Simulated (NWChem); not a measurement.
Molecule: chlorotrifluoromethane (CClF$_{3}$); SMILES C(F)(F)(F)Cl

```xyz
5

F     -0.9873    -0.7468     0.8099
C      0.0000     0.0000     0.3562
F     -0.1531     1.2285     0.8099
F      1.1405    -0.4816     0.8099
Cl     0.0000     0.0000    -1.4034
```
Atoms are numbered in this order, from 1.

All runs: NWChem. Pople sets run with spherical d functions. Coordinates come from a PBE0/def2-SVP optimisation. B3LYP is NWChem's, with the RPA form of VWN correlation. GIAO values for the isolated, static molecule; σ is the absolute isotropic shielding, δ = σ(reference) − σ with the isolated reference molecule computed at the same levels (13C: tetramethylsilane, 19F: trichlorofluoromethane).

**Question.** What does the run give for B3LYP/6-31G*? Quantities: δ F1 (ppm); δ C2 (ppm); σ Cl5 (ppm).

**Answer.** δ F1 (ppm): -35.6
δ C2 (ppm): 130.1
σ Cl5 (ppm): 616.2
